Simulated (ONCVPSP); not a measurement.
Configuration tests for Zn (Z = 30) (ONCV)

- Element: zinc (Zn)
- Generator: ONCVPSP 4.0.1
- Type: optimised norm-conserving Vanderbilt (ONCV)
- Functional: PBEsol
- Relativity: non-relativistic
- Frozen core: [Ar]
- Valence charge: 12
- Reference configuration: 3d10 4s1 (charge +1)
- Partial waves: 4s: rc 1.65 bohr, ncon 5, nbas 8, qcut 4.8 1/bohr, 1 projector; p scattering state at 0.03 Ha: rc 1.80 bohr, ncon 4, nbas 7, qcut 3.8 1/bohr, 2 projectors, debl 0.8 Ha; 3d: rc 0.80 bohr, ncon 3, nbas 8, qcut 17.2 1/bohr, 2 projectors, debl 1.1 Ha
- Local potential: polynomial inside 0.75 bohr (lpopt 5, dvloc0 -1 Ha)
- Core correction: Teter function, fcfact 2.25, rcfact 1.65

In the p channel the program set the typed energies aside and used 0.050, 0.850 Ha.

Energies are relative to the spin-unpolarised reference configuration 3d10 4s1; without spin polarisation the order of configurations can differ from experiment.

Task: Give the all-electron excitation energy and the error of the potential for: 3d10 4s2; 3d10 4s0; 3d9 4s0; 3d8 4s0.

Result:

```
valence configuration  charge  ΔE all-electron (eV)  error AE − PS (meV)
             3d10 4s2       0                -9.677                 -4.4
             3d10 4s0      +2                17.980                  -17
              3d9 4s0      +3                58.777                 -158
              3d8 4s0      +4               120.961                 -961
```

Levels in the configuration 3d8 4s0:

| level | all-electron (eV) | pseudo (eV) |
| --- | --- | --- |
| 3d | -73.762 | -75.037 |

Note: ghosts flagged at negative energy: s at -271.5 eV; GHOST(+) flagged for p at 9.8 eV. A true bound ghost makes a file unfit for plane-wave use.
